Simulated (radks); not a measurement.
Spherical quantum dot in the effective-mass picture: electrons in a hard-walled sphere of radius 4.19, all in effective atomic units (hartree* = m*/eps^2 hartree, bohr* = eps/m* bohr), one dielectric constant everywhere. Calculated with a radial shooting solver with Libxc functionals: non-relativistic Kohn-Sham, LDA (Slater exchange, Perdew-Wang correlation), spin-polarised, spherical densities. Levels are named by radial order and angular momentum (1s, 1p, 1d, 2s, ...), and open shells are averaged over m. Results are scaled to m* = 0.161 and eps = 9.2, for which hartree* = 51.76 meV and bohr* = 3.024 nm.

N = 11, configuration 1s2 1p6 1d(up 3, down 0). This is the lowest configuration that the search found. Occupied and some empty levels:

level    occupation  eigenvalue (meV)  <r> (nm)
1s up             1            186.88     8.017
1s down           1            189.24     7.963
1p up             3            195.89     8.497
1p down           3            198.41     8.477
1d up             3            210.54     8.869
1d down           0            213.15     8.862
1f up             0            230.03     9.165
1f down           0            232.69     9.164
2s up             0            236.13     5.805
2s down           0            237.31     5.810
2p up             0            262.56     6.689
2p down           0            264.08     6.678

Energy (meV): total 1231.37, kinetic 400.32, external 0, Hartree 1015.8, exchange-correlation -184.76.

Electron density:

r (nm)  n(r) (e/nm^3)
0.348       0.0002743
0.979       0.0003042
1.61        0.0003644
2.24        0.0004588
2.87        0.0005919
3.50        0.0007684
4.14        0.0009907
4.77         0.001256
5.40         0.001558
6.03         0.001877
6.66         0.002180
7.29         0.002422
7.92         0.002550
8.55         0.002510
9.19         0.002271
9.82         0.001844
10.4         0.001290
11.1        0.0007219
11.7        0.0002702
12.3       0.00003128
